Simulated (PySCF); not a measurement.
Excitations are Tamm–Dancoff values on a coarser integration grid. The basis has no diffuse functions, so Rydberg states are missing or too high.

C₈H₁₄Si, SMILES `CC1=CC=C(C)[Si]1(C)C` (charge 0, multiplicity 1)

The numbers are results of ωB97X-D3(BJ)/def2-TZVP // B3LYP-D3(BJ)/def2-SVP (PySCF 2.14.0), not measurements.

```json
{
  "HOMO": "-8.20 eV",
  "dipole_moment": "0.53 D",
  "HOMO–LUMO gap": "9.32 eV",
  "LUMO": "1.12 eV",
  "S1 excitation (TDA)": "4.61 eV",
  "S1 oscillator strength": "0.148",
  "brightest of the four lowest singlets (TDA)": "4.61 eV",
  "T1 excitation (TDA)": "2.70 eV",
  "S1–T1 gap (TDA)": "1.91 eV",
  "vertical ionisation energy (Delta-SCF)": "7.78 eV",
  "total_energy": "-16411.34 eV",
  "cost": "about 25 core-minutes (a rough figure)"
}
```

```xyz
23

C      2.8883     0.1870     0.2757
C      1.4448     0.5627     0.1419
C      0.9652     1.8292     0.1072
C     -0.4999     2.0096    -0.0303
C     -1.2679     0.8966    -0.1126
C     -2.7588     0.8820    -0.2542
Si    -0.0679    -0.5607    -0.0112
C     -0.3437    -1.6416     1.5098
C     -0.0510    -1.6152    -1.5751
H      3.5429     1.0717     0.3453
H      3.0626    -0.4333     1.1733
H      3.2293    -0.4183    -0.5835
H      1.6137     2.7124     0.1763
H     -0.9185     3.0241    -0.0613
H     -3.1828     1.8995    -0.2858
H     -3.0718     0.3573    -1.1748
H     -3.2385     0.3422     0.5820
H     -0.3540    -1.0281     2.4241
H     -1.3048    -2.1779     1.4446
H      0.4555    -2.3945     1.6098
H      0.7540    -2.3676    -1.5358
H     -1.0064    -2.1510    -1.7010
H      0.1099    -0.9863    -2.4645
```
